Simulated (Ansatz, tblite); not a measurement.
Removing and adding an electron: (H2Al-mu-I)2 (Al₂H₄I₂). Charge 0, multiplicity 1. Geometry: PBE-D4/def2-SVP. Ansatz, gas phase; energy differences of separate SCF runs; the oxidised species was run as a doublet alone; the reduced species was run as a doublet alone.

```csv
atom,x (Å),y (Å),z (Å)
Al1,-0.963,1.500,-0.360
H2,-0.123,2.717,-0.944
H3,-2.524,1.451,-0.061
I4,-0.363,-0.677,-1.849
Al5,0.966,-1.498,0.359
H6,0.179,-2.749,0.946
H7,2.521,-1.391,0.040
I8,0.307,0.646,1.870
```

In the def2 sets I takes a core potential; there is no spin–orbit coupling. The xTB rows come from tblite. Correlated methods freeze 18 core orbitals; core or outer-core shells of I are correlated, in sets that lack core-valence functions. The rows differ in basis, and correlated rows in double-zeta sets carry the largest basis error. In CCSD on the charge 1 doublet the largest single amplitude is 0.45, so its Hartree–Fock determinant may place the open shell otherwise than the density functionals do. HOMO above LUMO, or a gap near zero within one spin, warns that the state may not be the lowest or that an electron is smeared out.

```csv
level,−HOMO (eV),vertical IE (eV),−LUMO (eV),vertical EA (eV),HOMO–LUMO gap (eV),IE − EA (eV),remarks
GFN2-xTB,11.79,14.20,6.21,3.48,5.58,10.72,–
PBE-D4/def2-TZVP,6.69,8.99,2.03,–,4.66,–,–
PBE-D4/def2-TZVPD,6.70,–,2.08,0.24,4.61,–,"HOMO above zero (-1 doublet), gap within one spin near zero (-1 doublet)"
r2SCAN-D4/def2-TZVPD,7.00,–,1.77,0.09,5.24,–,HOMO above zero (-1 doublet)
PBE0-D4/def2-TZVP,7.86,9.52,1.28,–,6.58,–,–
```

(1) Estimate the rows for GFN1-xTB, r2SCAN-D4/def2-TZVP, PBE0-D4/def2-TZVPD, CCSD/def2-SVP, CCSD(T)/def2-SVP.

Results:

(1) 
```json
{"level": "GFN1-xTB", "−HOMO (eV)": "11.63", "vertical IE (eV)": "14.13", "−LUMO (eV)": "6.43", "vertical EA (eV)": "3.99", "HOMO–LUMO gap (eV)": "5.19", "IE − EA (eV)": "10.13", "remarks": "–"}
{"level": "r2SCAN-D4/def2-TZVP", "−HOMO (eV)": "7.01", "vertical IE (eV)": "9.24", "−LUMO (eV)": "1.74", "vertical EA (eV)": "–", "HOMO–LUMO gap (eV)": "5.27", "IE − EA (eV)": "–", "remarks": "–"}
{"level": "PBE0-D4/def2-TZVPD", "−HOMO (eV)": "7.86", "vertical IE (eV)": "–", "−LUMO (eV)": "1.35", "vertical EA (eV)": "0.10", "HOMO–LUMO gap (eV)": "6.51", "IE − EA (eV)": "–", "remarks": "HOMO above zero (-1 doublet)"}
{"level": "CCSD/def2-SVP", "−HOMO (eV)": "–", "vertical IE (eV)": "9.99", "−LUMO (eV)": "–", "vertical EA (eV)": "–", "HOMO–LUMO gap (eV)": "–", "IE − EA (eV)": "–", "remarks": "large T1 (0.054) (+1 doublet)"}
{"level": "CCSD(T)/def2-SVP", "−HOMO (eV)": "–", "vertical IE (eV)": "9.91", "−LUMO (eV)": "–", "vertical EA (eV)": "–", "HOMO–LUMO gap (eV)": "–", "IE − EA (eV)": "–", "remarks": "large T1 (0.054) (+1 doublet)"}
```

Run but left out: HF/def2-SVP, MP2/def2-SVP (charge +1 doublet: a determinant that CCSD turns far, T1 0.054).   A HOMO above zero means that the electron is unbound at that level or that self-interaction error raises the level; the energy of removing that electron tells which. Raw xTB energy differences between charge states are shifted by several eV; the methods need an empirical correction for them.
